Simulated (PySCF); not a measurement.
AlH2, charge +1.

```xyz
3

Al     0.0000     0.0000     0.0000
H      0.0000     0.0000    -1.5479
H      0.0000     0.0000     1.5479
```
Charge +1, spin multiplicity 1.

Geometry optimised at ωB97X-D3(BJ)/def2-TZVPD. The spin state was assumed, not searched. The isomer is the one that the SMILES or the coordinates give; other isomers of the formula were not compared.

All values below come from B3LYP/pcSseg-2 (PySCF). Non-relativistic, no solvent.

Computed absolute GIAO shielding of each atom: isotropic value and principal components (ppm):
| atom | σ(iso) | σ11 | σ22 | σ33 | span |
|---|---|---|---|---|---|
| Al1 | 312.0 | 76.5 | 76.5 | 783.0 | 706.5 |
| H2 | 25.2 | 22.3 | 22.3 | 31.0 | 8.7 |
| H3 | 25.2 | 22.3 | 22.3 | 31.0 | 8.7 |
